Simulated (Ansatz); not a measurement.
# Which isomer of H7InOSi2 gives these data?

These gas-phase data were calculated for one isomer of H7InOSi2 at r2SCAN-D4/def2-SVP (harmonic, unscaled wavenumbers; equilibrium rotational constants with average atomic masses):

```
rotational constants            : 4.925, 0.8082, 0.7106 GHz
all wavenumbers above 1500 cm⁻¹ : 2251, 2222, 2207, 2198, 2169, 1765, 1755
```

Candidates:

(1) `[SiH3][O][InH][SiH3]`, a singlet
(2) `[SiH3]O[SiH2][InH2]`, a singlet

Q: Which structure fits?

A: Candidate (2). 5 modes lie between 2000 and 2380 cm⁻¹, one for each Si–H bond, while (1) has 6.

The same quantities for all candidates:

```
     rotational constants (GHz)               wavenumbers above 1500 cm⁻¹  E above the lowest, r2SCAN-D4/def2-SVP (kcal/mol)
(1)        2.836, 1.359, 0.9391  2226, 2225, 2209, 2204, 2198, 2146, 1808                                                3.0
(2)       4.925, 0.8082, 0.7106  2251, 2222, 2207, 2198, 2169, 1765, 1755                                                0.0
```

Harmonic stretches to hydrogen usually lie a few per cent above observed fundamentals. Each candidate is one conformer. Atoms past krypton carry core potentials. Programs: Ansatz 0.2.0.
